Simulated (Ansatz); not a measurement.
The cluster GeBr₂⁻. Charge -1, multiplicity 4. Geometry B3LYP-D4/def2-TZVPD; atoms count from 1.

```csv
atom,x (Å),y (Å),z (Å)
Ge1,0.000,0.000,0.000
Br2,1.925,-0.727,-1.534
Br3,-1.925,0.727,1.534
```

At PBE0-D4/def2-TZVPD a doublet of charge -1 lies 2.49 eV below the quartet, each at its own geometry. The structure comes from a short search, and lower isomers may exist.

Problem. Estimate the Mulliken populations from the PBE0/def2-TZVPD orbitals of Ansatz.

Solution. 
| atom | charge (e) | spin (α − β) |
| --- | --- | --- |
| Ge1 | 0.06 | 2.26 |
| Br2 | -0.53 | 0.37 |
| Br3 | -0.53 | 0.37 |
Mulliken values depend strongly on the basis. With diffuse functions, as here, like atoms can get unlike values, and bond orders can come out too low or too high.

Problem. Where does the spin sit?

Solution. Summed by element: Ge 2.26, Br 0.74, of 3 unpaired in all. Largest on single atoms: Ge1 2.26, Br3 0.37, Br2 0.37.

Problem. And the Mayer bond orders between heavy atoms (over 0.3)?

Solution. Ge1–Br2 0.69 (2.57 Å); Ge1–Br3 0.69 (2.57 Å).
